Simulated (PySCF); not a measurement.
## Which determinant of RbBi lies lowest?

Unrestricted PBE0; Rb def2-SVP with ECP28, Bi def2-SVP with ECP60; scalar-relativistic core potentials (PySCF 2.14). Outer shells of the fragments: Rb 5s1; Bi 5d10 6s2 6p3.

Followed along the bond (rough minima from three points):

| 2Ms+1 | unpaired | ⟨S²⟩ at the start | R at minimum (Å) | Te (eV) |
| --- | --- | --- | --- | --- |
| 3 | π ↑↑ | 2.04 | 3.57 | 0.00 |
| 1 | π ↑↓ | 1.00 | 3.55 | 0.32 |
| 3 | σ ↑, π ↑ | 2.00 | 3.38 | 0.53 |
| 1 | σ ↓, π ↑ | 1.00 | 3.39 | 0.82 |
| 1 | none | 0.00 | 3.54 | 1.15 |

Solutions found at the starting distance of 3.520 Å, counted from the lowest of them; the search is not exhaustive and high or unbound solutions are not listed, so other states can lie among these:

| 2Ms+1 | unpaired | term | E (eV) | ⟨S²⟩ | ⟨Lz²⟩ | μ (D) |
| --- | --- | --- | --- | --- | --- | --- |
| 3 | π ↑↑ | ³Σ⁻ | 0.00 | 2.04 | 0.00 | -8.87 |
| 1 | π ↑↓ | mixed | 0.32 | 1.00 | 2.01 | -9.31 |
| 3 | σ ↑, π ↑ | ³Π | 0.55 | 2.00 | 1.01 | -11.60 |
| 1 | σ ↓, π ↑ | mixed | 0.83 | 1.00 | 1.01 | -11.34 |
| 1 | none | mixed | 1.15 | 0.00 | 2.00 | -9.35 |
| 5 | σ ↑↑, π ↑↑ | ⁵Σ⁻ | 1.31 | 6.00 | 0.00 | 2.31 |
| 3 | σ ↑↑, π ↑↓ | mixed | 1.99 | 3.01 | 2.01 | 2.51 |
| 1 | σ ↓↓, π ↑↑ | mixed | 2.00 | 2.01 | 0.00 | 2.79 |
| 5 | σ ↑, π ↑↑↑ | ⁵Π | 2.53 | 6.00 | 1.00 | 2.83 |
| 3 | σ ↑, π ↑ | ³Π | 2.68 | 2.00 | 1.00 | 2.41 |
| 1 | σ ↓, π ↑ | mixed | 2.70 | 1.00 | 1.00 | 2.79 |
| 3 | σ ↑↑ | mixed | 2.90 | 2.00 | 2.01 | 2.47 |
| 3 | σ ↑, π ↑↑↓ | mixed | 3.20 | 3.01 | 3.01 | 2.87 |
| 5 | σ ↑, π ↑↑, δ ↑ | ⁵Δ | 3.32 | 6.00 | 4.00 | 1.13 |

A term symbol is given only where ⟨S²⟩ and ⟨Lz²⟩ are close to those of a pure state; real π, δ and φ orbitals otherwise mix terms. A positive dipole means Rb(−)Bi(+).

Spin–orbit coupling is left out, which matters for elements this heavy, above all for dissociation energies. Counting both spins, an empty level lies below a filled one in some of these solutions, because spin and occupation are held.
